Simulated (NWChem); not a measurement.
System: PbNH3S, singlet; SMILES [NH2][Pb][SH]

NWChem input:

```
start job
memory heap 200 mb stack 900 mb global 1100 mb
geometry units angstroms noautoz
  Pb    -0.271425    -0.369913     0.001137
  N      1.824485    -0.868682     0.000025
  H      2.186594    -1.826621    -0.000933
  H      2.588852    -0.186429     0.000015
  S      0.241104     2.170837     0.002517
  H     -1.084568     2.489063     0.003403
end
basis spherical
  * library def2-svp
end
ecp
  Pb library def2-ecp
end
dft
  xc xwpbe 1.00 cpbe96 1.0 hfexch 1.00
  cam 0.8 cam_alpha 0.0 cam_beta 1.0
  iterations 150
  vectors input atomic output neutral.movecs
end
task dft energy
charge 1
dft
  odft
  mult 2
  vectors input atomic output cation.movecs
end
task dft energy
```

Low-valent species are run as closed-shell singlets; no triplet was tried in these runs. All runs use the structure optimised with PBE-D3(BJ)/def2-SVP. def2 effective core potentials on Pb; no spin-orbit coupling.

Ions are spin-unrestricted doublets at the neutral geometry; other ion states weren't tried. Functional: LC-ωPBE (HJS hole) with def2-SVP; the question gives the range parameter ω in 1/bohr.

Give the results of this calculation. (LC-wPBE (HJS exchange hole, range parameter 0.8 per bohr)/def2-SVP with def2 effective core potentials on Pb, vertical spin-unrestricted ions.) Quantities: vertical ionisation energy, ΔSCF (eV); −ε(HOMO) (eV).


* **vertical ionisation energy, ΔSCF (eV)**: 9.22
* **−ε(HOMO) (eV)**: 10.02
